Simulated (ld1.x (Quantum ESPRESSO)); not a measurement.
**Reading a pseudo-wave (beryllium (Be))**

Columns: radius, all-electron u(r) and pseudo u(r) of the 2s shell (level -5.91 eV) of beryllium in the configuration [He] 2s1.5 2p0.5; PBE, scalar-relativistic, RRKJ scheme, ld1.x (Quantum ESPRESSO) 7.5.

```
r (bohr)  all-electron   pseudo
   0.195        0.2541  -0.0414
   0.390        0.1767  -0.0915
   0.585        0.0075  -0.1585
   0.780       -0.1677  -0.2456
   0.975       -0.3185  -0.3466
   1.170       -0.4374  -0.4467
   1.365       -0.5265  -0.5301
   1.560       -0.5873  -0.5885
   1.755       -0.6232  -0.6233
   1.950       -0.6385  -0.6385
   2.145       -0.6375  -0.6375
   2.340       -0.6240  -0.6240
   2.535       -0.6012  -0.6012
   2.730       -0.5721  -0.5721
   2.925       -0.5388  -0.5388
   3.120       -0.5031  -0.5031
   3.315       -0.4666  -0.4666
   3.510       -0.4301  -0.4301
   3.705       -0.3946  -0.3946
   3.900       -0.3605  -0.3605
   4.095       -0.3282  -0.3282
   4.290       -0.2979  -0.2979
   4.485       -0.2697  -0.2697
   4.680       -0.2437  -0.2437
   4.875       -0.2197  -0.2197
   5.070       -0.1977  -0.1977
```

How many radial nodes do the two functions have?

The all-electron 2s function has n − l − 1 = 1; the pseudo-wave has 0, since the states of the same l below it are removed with the core.

At about which radius was the pseudo-wave matched?

1.84 bohr, where the columns begin to agree (steps of 0.20 bohr).

Is the pseudo-wave norm-conserving?

Yes: the RRKJ scheme keeps the norm inside the radius equal to the all-electron one, which fixes the energy derivative of the logarithmic derivative at the level.
